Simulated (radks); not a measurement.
Species: Zn. Configuration: [Ar] 3d10 4s1 6d1 (not the ground configuration). Method: Dirac Kohn-Sham, PBE, spin-unpolarised, spherical densities, point nucleus; open shells fill j = l - 1/2 first; computed with a radial shooting solver on a logarithmic mesh with Libxc functionals.

Spin-orbit splittings of the eigenvalues, e(l+1/2) - e(l-1/2), with zeta = 2 splitting/(2l+1) and mean radii in bohr:

shell  occ.  splitting (eV)  zeta (eV)  <r> j=l-1/2  <r> j=l+1/2
2p        6           23.87      15.92       0.1959       0.1993
3p        6           3.059      2.040       0.7064       0.7172
3d       10          0.3591     0.1436       0.8926       0.9002

Empty levels of this run are not shown, since the potential may be unsettled where no density lies.
